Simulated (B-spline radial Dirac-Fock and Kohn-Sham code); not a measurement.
## Dipole and non-dipole photoemission parameters of K⁺ 2s

System: the K⁺ ion, configuration [Ne] 3s2 3p6; threshold 377.3 eV (orbital energy of the model). Model: Dirac-Hartree-Slater photoionisation with a Latter tail; cross sections with all multipoles, angular parameters from the dipole term and its interference with E2. Program: a radial finite-basis atomic code.

| hν (eV) | σ (kb) | β | γ |
| --- | --- | --- | --- |
| 854 | 88.4 | 2.000 | -0.048 |
| 945 | 73.8 | 2.000 | -0.036 |
| 1253.6 | 43.5 | 2.000 | 0.046 |
| 1270 | ? | ? | ? |
| 2000 | 16.7 | 2.000 | 0.298 |
| 2050 | 15.8 | 2.000 | 0.314 |
| 2730 | 8.39 | 2.000 | 0.520 |
| 2984.4 | 6.84 | 2.000 | 0.592 |
| 4900 | 2.08 | 2.000 | 1.046 |
| 4980 | 2.00 | 2.000 | 1.063 |
| 5710 | 1.42 | 2.000 | 1.208 |
| 9251.7 | 0.402 | 2.000 | 1.789 |
| 11200 | 0.239 | 1.999 | 2.052 |
| 12000 | 0.198 | 1.999 | 2.152 |
| 13700 | 0.137 | 1.999 | 2.351 |
| 15000 | 0.106 | 1.999 | 2.494 |

Problem. Give the values at 1270 eV.

Solution. σ = 42.4 kb, β = 2.000, γ = 0.051. For an s subshell δ is negligible.

Values without a named source are computed, but for edge energies of neutral atoms, which are taken from tables.
